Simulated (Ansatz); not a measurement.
`CN(C)CO` + `[F][SnH2][SH]` → `[CH3][SnH]([F])[SH]` + `CNCO`  (formal exchange of groups at a C–N bond)

Computed with Ansatz on PBE0-D4/def2-TZVP structures; ΔE is electronic, products minus reactants. CCSD(T)/CBS adds triple-zeta CCSD(T) − MP2 to the extrapolated MP2 energy (def2 sets, frozen cores). DFT in def2-TZVPP. B3LYP here is the variant with VWN-RPA as its local correlation; programs differ in this. Elements past krypton have def2 core potentials. For Sn outer-core shells are correlated without core-valence functions, which leaves a few kJ/mol of doubt a bond. One conformer a species, not always the lowest.

```json
{"level": "revPBE", "ΔE (kJ/mol)": "-61.1"}
{"level": "B3LYP", "ΔE (kJ/mol)": "-56.6"}
{"level": "SCS-MP2/def2-TZVPP", "ΔE (kJ/mol)": "-56.4"}
{"level": "CCSD/def2-TZVPP", "ΔE (kJ/mol)": "-55.0"}
```

What does CCSD(T)/CBS give? (Estimate.)

Computed: -60.1 kJ/mol. The listed levels differ from it by -1.0, 3.5, 3.7, 5.1 kJ/mol.

What do rigid-rotor, harmonic-oscillator terms from PBE0-D4/def2-TZVP frequencies (298.15 K, 1 bar) make of the CCSD(T)/CBS value? (An estimate is asked.)

The calculation gave: ΔZPE = +4.0 kJ/mol, ΔH = -53.5 kJ/mol, ΔS = 23 J/(mol·K), ΔG = -60.2 kJ/mol.

Largest T1 diagnostic among the species: 0.013.

At CCSD(T), def2-SVP lies +26.2 kJ/mol from the extrapolated value and def2-TZVPP +5.5 kJ/mol. Leaving LDA and LC-ωPBE aside and taking each functional with its dispersion term where it has one, the values, not all of them listed here, spread over 10.5 kJ/mol, from B2PLYP to B97M-V. LDA lies +15.8 kJ/mol from PBE without D4.
